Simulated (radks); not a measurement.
Initial-state core-level shifts of neutral manganese when its valence configuration changes from [Ar] 3d5 4s2. All-electron calculation, scalar-relativistic Kohn-Sham, PBE, spin-polarised, spherical densities, point nucleus; open shells are filled with parallel spins first. Program: a radial shooting solver on a logarithmic mesh with Libxc functionals. Shifts are changes of the shell-averaged eigenvalues in eV (positive: less bound).

| valence | 1s | 2p | 3s | 3p |
|---|---|---|---|---|
| 3d4.5 4s2 4p0.5 | -3.762 | -4.116 | -3.698 | -3.592 |
| 3d5 4s1.5 4p0.5 | -0.719 | -0.715 | -0.699 | -0.695 |
| 3d6 4s1 | +3.832 | +4.265 | +3.944 | +3.830 |
| 3d7 | +5.334 | +6.104 | +5.625 | +5.432 |
| 3d5 4s1 4p1 | -1.280 | -1.281 | -1.251 | -1.238 |
| 3d4 4s2 4p1 | -7.790 | -8.571 | -7.565 | -7.337 |
| 3d4 4s1 4p2 | -8.761 | -9.556 | -8.514 | -8.271 |
| 3d4 4p3 | -10.096 | -10.834 | -9.837 | -9.589 |
